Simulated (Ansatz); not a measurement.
A run for Ansatz (a quantum-chemistry and plane-wave program): R-MP2/def2-TZVPPD on HNaO (SMILES [OH][Na]), atoms moved off the minimum. Files ending in .json are basis or fitting sets from the Basis Set Exchange.

Ansatz 0.2 input:
```yaml
crystal:
  periodic: [false, false, false]
  atoms:
    - {symbol: Na, position_ang: [0.06094053, 0.04891723, -0.83844262]}
    - {symbol: O, position_ang: [-0.01584789, -0.07435839, 0.95639912]}
    - {symbol: H, position_ang: [-0.00439463, 0.01331493, 2.05301534]}
basis:
  gaussian:
    orbitals: def2-TZVPPD.json
magnetization: {spin_polarized: false}
correlation: {method: mp2, electrons: outside_noble_gas}
scf: {lower_state_search: off}
output: {forces: true}
```

Question: Predict the final total energy.

Answer: -237.5882 hartree.
